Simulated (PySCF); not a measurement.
**One molecule, a ladder of functionals, a line**

Molecule: SMILES B/C(C)=C\C, C4H9B.

Numbering as in the mapped SMILES `[BH2:1]/[C:2]([CH3:3])=[CH:4]\[CH3:5]`. Hydrogens are named by the atom that carries them.

GIAO shieldings (ppm, equivalent atoms averaged) in PySCF on the PBE0-D3(BJ)/def2-SVP geometry, basis pcSseg-1, gas phase, non-relativistic:

```tsv
functional	exact exchange (%)	σ(B1)	σ(C2)	σ(C3)	σ(C5)
BLYP	0	25.7	21.9	144.2	152.9
BP86	0	28.8	27.7	148.9	157.1
PBE	0	27.2	27.7	149.3	157.6
B3LYP	20	29.2	26.7	149.2	157.8
mPW1PW91	25	32.7	33.1	154.0	162.2
BHandHLYP	50	35.3	33.5	155.4	163.9
HF	100	48.6	46.5	164.4	172.6
```

Q: Fit each shielding as a line in the percentage of exact exchange.

A: σ(B1) = 26.7 + 0.21 x (rms 1.4 ppm); σ(C2) = 25.4 + 0.20 x (rms 2.5 ppm); σ(C3) = 147.5 + 0.17 x (rms 1.9 ppm); σ(C5) = 155.9 + 0.17 x (rms 1.7 ppm). The functionals also differ in their semilocal parts, which the line can't hold; Hartree–Fock has no correlation at all.

Q: What does the line predict for PBE0 (25 %), and what does the run give?

A: σ(B1): 31.9 predicted, 32.0 computed; σ(C2): 30.4 predicted, 33.6 computed; σ(C3): 151.8 predicted, 154.9 computed; σ(C5): 160.2 predicted, 163.1 computed ppm.
